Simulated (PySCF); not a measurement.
**W: excitation energy**

W [Xe] 4f14 5d4 6s2 (5D) → W [Xe] 4f14 5d4 6s1 6p1 (high-spin determinant), as a difference of total energies. Computed with PySCF 2.14 in def2-QZVPPD with the def2 core potential (60 electrons) (7s6p4d3f2g, 84 functions), with scalar relativity through the core potential. Correlated levels: valence: 5s2 5p6 frozen; valence and next inner shell: nothing frozen outside the core potential. The calculations carry no spin-orbit coupling.

```json
{"method": "UHF", "excitation energy (eV)": "1.109"}
{"method": "LDA", "excitation energy (eV)": "2.827"}
{"method": "PBE", "excitation energy (eV)": "2.524"}
{"method": "PBE0", "excitation energy (eV)": "2.316"}
{"method": "r2SCAN", "excitation energy (eV)": "2.087"}
{"method": "BHandHLYP", "excitation energy (eV)": "2.720"}
{"method": "MN15", "excitation energy (eV)": "2.995"}
{"method": "PBEsol", "excitation energy (eV)": "2.495"}
{"method": "MP2 (valence)", "excitation energy (eV)": "2.251"}
{"method": "SCS-MP2 (valence)", "excitation energy (eV)": "2.650"}
{"method": "MP2 (valence and next inner shell)", "excitation energy (eV)": "2.509"}
{"method": "SCS-MP2 (valence and next inner shell)", "excitation energy (eV)": "2.782"}
```

Problem. How much does correlation contribute at MP2 (valence and next inner shell)?

Solution. 2.509 − (1.109) = 1.400 eV, measured against UHF.

The determinant of the upper state mixes LS terms, which raises its energy above the lowest term, most at the Hartree-Fock and MP2 levels.
